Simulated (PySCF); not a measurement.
# Copper: a sound run and one with changed settings

Sound run: Cu [Ar] 3d10 4s1, Cu⁺ [Ar] 3d10. Calculation: PySCF 2.14, in x2c-TZVPall (6s5p4d1f, 48 functions); the spin-free X2C one-electron Hamiltonian (Gaussian nucleus). In the sound run the correlated levels freeze [Ar]. The sound run starts from symmetry-adapted Hartree-Fock orbitals and uses a fine grid where one is needed.

Changed run: a valence shell is frozen. This setting is unsound on purpose.

Ionisation energy of Cu:

```csv
method,sound run (eV),changed run (eV)
UHF,6.598,6.598
MP2,7.390,6.598
SCS-MP2,7.262,6.598
CCSD,7.274,6.598
CCSD(T),7.388,6.598
CCSDT,n/a,6.598
FCI,n/a,6.598
```

Freezing a valence shell removes pair correlation that changes on ionisation.

For comparison, NIST gives 7.726 eV between the lowest levels.
